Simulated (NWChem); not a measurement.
Species: CH7BGe; SMILES [GeH3][BH]C

```xyz
10

B     -0.6071     1.1128     0.0343
Ge     0.0556    -0.8571    -0.0213
H     -0.5002    -1.5705    -1.2849
H      1.5986    -1.0169    -0.0576
H     -0.4647    -1.6767     1.1901
H     -1.7875     1.2810     0.1622
C      0.3292     2.3597    -0.0190
H      0.4378     2.6738     1.0371
H     -0.1177     3.2223    -0.5293
H      1.3415     2.1892    -0.3985
```
Atoms are numbered in this order, from 1.

Program: NWChem. Pople sets run with spherical d functions. Structure relaxed at the B3LYP/6-31G* (spherical d) level. GIAO values for the isolated, static molecule; σ is the absolute isotropic shielding, δ = σ(reference) − σ with the isolated reference molecule computed at the same levels (11B: boron trifluoride, 13C: tetramethylsilane, 1H: tetramethylsilane).

Estimate the computed values for Hartree-Fock/6-31G*. Quantities: δ B1 (ppm); σ Ge2 (ppm); δ H3 (rotor mean) (ppm); δ H6 (ppm); δ C7 (ppm); δ H8 (rotor mean) (ppm).

The δ B1 (ppm) comes out as 91.2 and the σ Ge2 (ppm) is 1891.2. The δ H3 (rotor mean) (ppm) is 3.92. The δ H6 (ppm) comes out as 9.59. The δ C7 (ppm) comes out as 18.7 and the δ H8 (rotor mean) (ppm) is 1.52.
